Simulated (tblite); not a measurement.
A tight-binding relaxation on `O=C[C@@H]1C[SiH2][C@H](Br)C1`.

Computed with GFN2-xTB geometry optimisation, gas phase (tblite 0.8.0). Start geometry: from a force field or distance geometry. The command runs a driver script over a list of jobs; the input below is this job's line of settings and its coordinates in Å.

Command:
```bash
OMP_NUM_THREADS=1 python probes_run.py task.json out
```

Input:
```
{"job": {"kind": "relax", "xc": "GFN2-xTB", "basis": "xTB"}, "charge": 0, "multiplicity": 1}
O     -0.663600    -1.520100     1.924800
C     -1.345900    -1.069600     0.977000
C     -0.617900    -0.800400    -0.265900
C      0.842800    -1.100800    -0.208600
Si     1.625400     0.569500     0.051900
C      0.025500     1.559900    -0.056600
Br    -0.617700     1.964800     1.704400
C     -0.805600     0.588000    -0.796500
H     -2.403900    -0.919600     1.143400
H     -1.045100    -1.493500    -1.037700
H      1.180300    -1.535500    -1.166500
H      1.090000    -1.772000     0.659200
H      2.529700     0.868400    -1.052500
H      2.288000     0.691500     1.341100
H      0.298300     2.481900    -0.629000
H     -1.882100     0.920100    -0.733100
H     -0.505000     0.579200    -1.865400
```

Output:
```
step      E/eV     max force
  0    -683.65475    4.815
  1    -683.94043    5.469
  2    -684.11671    1.212
  3    -684.19134    0.955
  4    -684.29135    0.430
  5    -684.31119    0.437
  6    -684.33229    0.295
  7    -684.34161    0.206
  8    -684.34956    0.198
  9    -684.35563    0.179
... (76 lines left out)
 86    -684.41301    0.030
 87    -684.41310    0.030
 88    -684.41320    0.025
 89    -684.41330    0.025
 90    -684.41339    0.023
 91    -684.41346    0.025
 92    -684.41350    0.018
 93    -684.41352    0.023
 94    -684.41354    0.016
 95    -684.41356    0.009
```

«max force» is the largest atomic force in eV/Å.

From which step on does the largest force stay under 0.1 eV/Å, and how much energy is left to gain from there?

From step 75 (0.071 eV/Å), 2.8 meV above the end.

In short: energy lowered by 17.5 kcal/mol over 95 steps; largest atomic force 0.009 eV/Å at the end.

Where do the atoms end?

0.355 Å rms from the input after alignment:
```
atom  x, y, z in Å
O1    -0.3235   -1.0226    2.0349
C2    -1.0836   -0.9459    1.1109
C3    -0.6495   -0.8812   -0.3285
C4     0.8514   -1.1496   -0.4225
Si5    1.6294    0.4346    0.2899
C6     0.0715    1.4895   -0.1444
Br7   -0.7550    2.2498    1.4785
C8    -0.8971    0.5458   -0.8449
H9    -2.1784   -0.9027    1.2636
H10   -1.2487   -1.5940   -0.9058
H11    1.1341   -1.3040   -1.4634
H12    1.1125   -2.0510    0.1266
H13    2.7422    0.9218   -0.5332
H14    1.9342    0.4497    1.7101
H15    0.2766    2.3641   -0.7591
H16   -1.9390    0.8427   -0.7054
H17   -0.6841    0.5650   -1.9173
```

How long does this job take on one thread of an Arm Neoverse N1, shared host?

About 1.2 s.
Labels such as C1 count atoms from 1, the log's own numbers from 0.
